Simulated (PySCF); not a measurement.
# Ionisation energy of Cl⁺ by level of theory

Cl⁺ [Ne] 3s2 3p4 (3P) → Cl²⁺ [Ne] 3s2 3p3 (4S), as a difference of total energies. All numbers are calculated (PySCF 2.14, no relativity, point nucleus, in aug-cc-pwCVTZ (8s7p5d3f, 75 functions)). Correlated levels: valence and next inner shell: 1s2 frozen. The calculations carry no spin-orbit coupling.

Problem. Order these methods by the ionisation energy they give, lowest first.
A. SCS-MP2 (valence and next inner shell)
B. CCSD(T) (valence and next inner shell)
C. UHF
D. CCSD (valence and next inner shell)

Solution. C (22.589 eV), A (23.495 eV), D (23.530 eV), B (23.563 eV).

A first-order spin-orbit estimate (lowest level to lowest level, LS coupling) adds 0.039 eV.

Errors of the correlated levels include the incompleteness of this basis and the frozen core.

For comparison: 23.814 eV (measured; NIST Atomic Spectra Database, ionization energies).
